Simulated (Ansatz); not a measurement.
System: C$_{2}$H$_{9}$Si$_{2}$, net charge -1, singlet state. It need not be the lowest isomer of its formula. Whether it binds its extra electron was not tested at this geometry. SMILES: C[SiH](C)[SiH2-]
Structure (B3LYP-D3(BJ)/def2-TZVP (Ansatz, a program for electronic structure) minimum search):
```
Si
H 1 1.5121
C 1 1.9152 2 103.50
H 3 1.0928 1 110.56 2 64.99
H 3 1.0942 4 107.39 1 -119.88
H 3 1.0949 4 108.35 5 -116.47
C 1 1.9162 2 103.11 3 -108.20
H 7 1.0928 1 110.25 2 -66.72
H 7 1.0937 8 107.30 1 119.37
H 7 1.0965 8 108.39 9 116.79
Si 1 2.3591 2 113.20 7 -130.34
H 11 1.5368 1 92.92 2 74.25
H 11 1.5395 12 94.79 1 -91.74
```
Charge -1, spin multiplicity 1.

Parts of the frozen-core correlation energy in aug-cc-pV(T+d)Z (Ansatz, hartree). Frozen orbitals: 12; correlated occupied orbitals by spin: 13 and 13; virtual: 384 and 384. No spin-orbit coupling. No relativistic terms.

```json
[
 {"term": "reference (HF)", "value": "-658.89432"},
 {"term": "MP2 opposite-spin", "value": "…"},
 {"term": "MP2 same-spin", "value": "…"},
 {"term": "CCSD correlation", "value": "…"},
 {"term": "(T)", "value": "-0.03002"},
 {"term": "T1 diagnostic", "value": "0.014"},
 {"term": "largest doubles amplitude", "value": "0.021"}
]
```

### Question
Some entries are withheld; supply them.

### Answer

- MP2 opposite-spin, value: -0.51754
- MP2 same-spin, value: -0.12816
- CCSD correlation, value: -0.70824
